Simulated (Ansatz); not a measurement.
A thermochemical cycle in electronic energies (no zero-point or thermal terms), species as SMILES, kcal/mol. Geometries: B3LYP-D3(BJ)/def2-TZVP minima from Ansatz (a quantum-chemistry and plane-wave program), one conformer each, not searched for the lowest. Cores are frozen in the correlated levels unless marked. Open shells are spin-unrestricted. Spin-orbit coupling is left out. No relativistic terms. CBS(X,Y): correlation extrapolated as X^-3; Hartree-Fock from the larger set. [CCSD(T)-MP2]/basis is that difference in the basis named. Anions need diffuse functions, of which def2-TZVPD holds fewer than the aug- sets.

| step | RI-MP2/CBS(aug-cc-pV(T+d)Z,aug-cc-pV(Q+d)Z)+[CCSD(T)-MP2]/aug-cc-pV(T+d)Z (Ansatz) | PBE-D3(BJ)/def2-TZVPD (Ansatz + dftd3) |
|---|---|---|
| electron affinity EA, positive where the anion is bound: N[SiH][SiH2]N + e- → N[SiH-][SiH2]N | 29.4 | 27.0 |
| deprotonation energy A: N[SiH2][SiH2]N -> N[SiH-][SiH2]N + H+ | 376.2 | 370.4 |
| ionisation of the H atom at the same level, IE | 313.7 | 313.5 |

Question: Find the bond energy D: N[SiH2][SiH2]N -> N[SiH][SiH2]N + H atom.

Answer: Breaking the bond, ionising the H atom and attaching the electron to the radical add up to the deprotonation, A = D + IE - EA. At RI-MP2/CBS(aug-cc-pV(T+d)Z,aug-cc-pV(Q+d)Z)+[CCSD(T)-MP2]/aug-cc-pV(T+d)Z: D = A - IE + EA = 376.2 - 313.7 + 29.4 = 91.9. At PBE-D3(BJ)/def2-TZVPD: D = A - IE + EA = 370.4 - 313.5 + 27.0 = 83.9. The functional differs from the first level by -8.0 in D, -2.4 in EA and -5.8 in A; for EA and A the gap mixes functional and basis. The site is the one shown; other sites or isomers of the anion may lie lower.
